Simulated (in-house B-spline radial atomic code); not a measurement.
# RPA and G0W0 on PBE0: Pb2+

Configuration [Xe] 4f14 5d10 6s2, mean-field start PBE0. Computed with an all-electron radial atomic-structure program (B-spline basis): all electrons, scalar-relativistic (spin-free one-electron X2C), finite nucleus, each spin shell either full or empty, empty states to l = 9 with an (l + 1/2)⁻⁴ tail; G0W0 by contour deformation at full frequency.

Without the two-electron picture change, the correlation of inner shells comes somewhat too large for so heavy an element.

Command:
```bash
python run_gw.py task.json out
```
Settings (radii: box in bohr, nucleus in fm):
```
Z                        82
electrons                80
configuration            [Xe] 4f14 5d10 6s2
hamiltonian              x2c
method                   pbe0
lmax                     9
rms_radius               5.5012
spin_polarised           False
box_radius               17.55
intervals                68
ion_configuration        [Xe] 4f14 5d10 6s1
```

Run time, properties included: 25 s on 1 thread of Arm Neoverse N1, with other jobs on the host.

Energies (hartree):

```csv
term,value
mean-field total,-20885.20835
Hartree-Fock functional on these orbitals,-20879.38462
direct second order,-8.1495
second-order exchange,2.0149
SOSEX correction,1.8913
```

**Question.** What is the RPA correlation energy, and what remains with SOSEX?

**Answer.** RPA gives -7.1464 hartree (-2.43 eV per electron); RPA + SOSEX gives -5.255, and the second-order doubles -6.1347 hartree (no singles). RPA lacks exchange-type terms and so overcorrelates at short range.

Quasi-particle levels (eV):

| level | occupied | mean field | Σx - vxc | Σc | QP weight | G0W0 |
| --- | --- | --- | --- | --- | --- | --- |
| 6s | yes | -28.324 | -1.85 | ? | ? | ? |
| 5d | yes | -40.15 | -5.75 | 0.37 | 0.920 | -45.53 |
| 6p | no | -16.271 | 3.52 | -1.22 | 0.962 | -13.970 |

G0W0 = mean field + (Σx - vxc) + Σc, with Σc (partial-wave tail included) taken at the quasi-particle energy. Only the outer levels were computed. Levels of low weight are left out.

**Question.** Where does G0W0 put 6s?

**Answer.** At -32.30 eV, with Σc = -2.13 eV and a quasi-particle weight of 0.953. The tabulated removal energy is 31.937 eV (NIST, measured); the calculation leaves out spin-orbit coupling, Breit and QED terms, and what these don't explain is the method's own error.

**Question.** What does it cost to remove one electron (to [Xe] 4f14 5d10 6s1) by differences of total energies, each species on its own start (correlation terms add to the Hartree-Fock functional)?

**Answer.** PBE0 31.75 eV, Hartree-Fock functional 29.750 eV, + RPA 32.22 eV, + RPA + SOSEX 31.66 eV, + second order 33.21 eV. Tabulated: 31.937 eV (NIST, measured); the calculation leaves out spin-orbit coupling, Breit and QED terms, and what these don't explain is the method's own error.
